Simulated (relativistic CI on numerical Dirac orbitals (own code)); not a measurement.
Sensitivity of the levels of Ga4+ to α and to the nuclear radius

Method of calculation: Dirac-Coulomb-Breit CI, separate exchange-only KLI orbitals for each configuration, valence Slater integrals scaled by 0.85, P86 correlation energy added to each configuration, derivatives by finite differences, QED left out (own radial code, finite nucleus).

Configuration list (outside the closed core [Ne] 3s2): 3p6.3d9, 3p6.3d8.4s, 3p6.3d8.4p, 3p5.3d10, 3p6.3d8.4d, 3p6.3d7.4s2, 3p6.3d8.4f, 3p6.3d7.4s.4p. Levels of other configurations are missing.

With x = (α/α₀)² − 1 an excitation energy changes as ω = ω₀ + qx; K = 2q/ω₀ is the relative enhancement. Terms are leading LS components, so labels can repeat. The field-shift factor is F = δν/δ⟨r²⟩ for the transition from the lowest level.

Lowest level 3p6.3d9 2D_5/2.

| Level | ω₀ (cm⁻¹) | q (cm⁻¹) | K | F (GHz/fm²) |
| --- | --- | --- | --- | --- |
| 3p6.3d9 2D_3/2 | 3487 | 3434 | 1.97 | 0.0188 |
| 3p6.3d8.4s 4F_9/2 | 209423 | -11550 | -0.11 | 5.02 |
| 3p6.3d8.4s 4F_7/2 | 211457 | -9841 | -0.0931 | 5.02 |
| 3p6.3d8.4s 4F_5/2 | 213293 | -7886 | -0.0739 | 5.04 |
| 3p6.3d8.4s 4F_3/2 | 214511 | -6804 | -0.0634 | 5.05 |
| 3p6.3d8.4s 2F_7/2 | 217728 | -9809 | -0.0901 | 4.85 |
| 3p6.3d8.4s 2F_5/2 | 220871 | -7256 | -0.0657 | 4.86 |
| 3p6.3d8.4s 4P_5/2 | 231464 | -11140 | -0.0963 | 5.03 |
| 3p6.3d8.4s 2D_3/2 | 232605 | -10030 | -0.0862 | 5.01 |
| 3p6.3d8.4s 4P_3/2 | 235379 | -8033 | -0.0683 | 5.07 |
| 3p6.3d8.4s 4P_1/2 | 235575 | -8244 | -0.07 | 5.08 |
| 3p6.3d8.4s 4P_5/2 | 235720 | -7119 | -0.0604 | 5.05 |
| 3p6.3d8.4s 2P_3/2 | 241777 | -8445 | -0.0699 | 4.89 |
| 3p6.3d8.4s 2P_1/2 | 242802 | -7985 | -0.0658 | 4.88 |
| 3p6.3d8.4s 2G_9/2 | 243675 | -9172 | -0.0753 | 5.02 |
| 3p6.3d8.4s 2G_7/2 | 243718 | -9117 | -0.0748 | 5.02 |
| 3p6.3d8.4s 2S_1/2 | 287719 | -8664 | -0.0602 | 5.11 |
| 3p6.3d8.4p 4D°_7/2 | 295749 | -8437 | -0.0571 | 1.26 |
| 3p6.3d8.4p 4D°_5/2 | 298819 | -5356 | -0.0359 | 1.27 |
| 3p6.3d8.4p 4G°_9/2 | 298983 | -8787 | -0.0588 | 1.26 |
| 3p6.3d8.4p 4G°_11/2 | 300293 | -6023 | -0.0401 | 1.24 |
| 3p6.3d8.4p 4G°_7/2 | 300973 | -6049 | -0.0402 | 1.27 |
| 3p6.3d8.4p 4D°_3/2 | 301133 | -2949 | -0.0196 | 1.27 |

At this charge configurations can still be misplaced by up to about 7 % of their energy.
